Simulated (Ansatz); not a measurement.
CHCl, SMILES `[CH]Cl` (singlet; the order of the spin states depends on the level) (charge 0, multiplicity 1). This singlet lies 0.28 eV below the relaxed triplet at the level composite: frozen-core CCSD(T) with HF/cc-pVQZ and the correlation energy extrapolated as X^-3 from cc-pVTZ and cc-pVQZ, plus CCSDT(Q) minus CCSD(T) in cc-pVDZ // PBE0-D3(BJ)/def2-TZVP (Ansatz, a program for electronic structure); other levels give the other order.

Cartesian coordinates (Å):
```xyz
3

C     -0.2894     0.5281     0.0000
Cl     1.2429    -0.1646     0.0000
H     -0.9535    -0.3635     0.0000
```
Charge 0, multiplicity 1.

Frozen-core energies in cc-pVDZ from Ansatz at a geometry from PBE0-D3(BJ)/def2-TZVP; the HF reference has <S^2> = 0.00 (restricted, and unstable towards unrestricted orbitals) and the T1 diagnostic is 0.021.

```csv
level,energy (Ha)
HF,-497.82668
MP2,-498.07412
CCSD,-498.10501
CCSD(T),-498.11373
```

Estimate the energies of CCSDT, CCSDT(Q) and CCSDTQ, and give each level's difference from CCSDTQ.


| level | energy (Ha) | difference from CCSDTQ (mHa) |
|---|---|---|
| MP2 | -498.07412 | 41.25 |
| CCSD | -498.10501 | 10.36 |
| CCSD(T) | -498.11373 | 1.65 |
| CCSDT | -498.11475 | 0.63 |
| CCSDT(Q) | -498.11542 | -0.05 |
| CCSDTQ | -498.11538 | 0.00 |
